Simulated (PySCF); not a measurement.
Telling isomers of C3H3BrO2 apart by NMR

PySCF 2.14 calculation with NMR shieldings at PBE0/pcSseg-1/GIAO, J couplings at B3LYP/pcJ-1 (pcSseg-1 on Br) and structure optimised with PBE0-D3(BJ)/def2-SVP; non-relativistic Hamiltonian, single conformer, fast rotation and ring inversion assumed for equivalent nuclei, no solvent.

References, each an isolated molecule treated in the same way: 1H, 13C against TMS. Multiplet labels drop J under 1 Hz and among equivalent protons, and merge close values. Unscaled 3J(H,H) run several per cent high. Acid and N–H amide carbonyl carbons lie up to 10 ppm further downfield in solution (hydrogen bonding). Shifts are as computed. Against solution values, carbons near 30 ppm lie about +2 ppm off and those near 130 ppm about +5 ppm; carbons on Br a further +13 ppm. Of 1211 compounds with measured shifts, 218 miss one by over three times the rms of a fit or turn the order of signals round; such compounds aren't used in these exercises. Spin–orbit coupling, which shields carbons bonded to Br, is absent. OH and NH positions are gas-phase values without hydrogen bonding to other molecules.

(1) Tabulate the signals of `C=C(Br)OC=O`, `O=C(O)/C=C/Br` and their relative energies.

(2) What is the quickest way to tell C=C(Br)OC=O from O=C(O)/C=C/Br?

Results:

(1) 
```tsv
SMILES	carbon types	δC	δH	E rel. (kcal/mol)
C=C(Br)OC=O	1×C 1×CH 1×CH2	160.2, 153.9, 113.9	7.74 (d, 1H), 6.90 (d, 1H), 5.48 (dd, 1H)	20.4
O=C(O)/C=C/Br	1×C 2×CH	166.3, 156.3, 133.3	7.78 (d, 1H), 6.43 (d, 1H), 5.63 (br s, 1H)	0.0
```

Energies are electronic energies at PBE0/pcSseg-1 on these geometries, without zero-point or thermal terms, each for the one conformer computed, which needn't be the lowest.

(2) Both give the same number of carbon signals, but DEPT or the intensities differ. The first has a β carbon of an enol-ether or enamine type C=C (CH2) at 113.9 ppm, the second an α carbon of a C=C–C=O unit (CH) at 133.3 ppm. Their most deshielded carbons lie at 160.2 and 166.3 ppm.
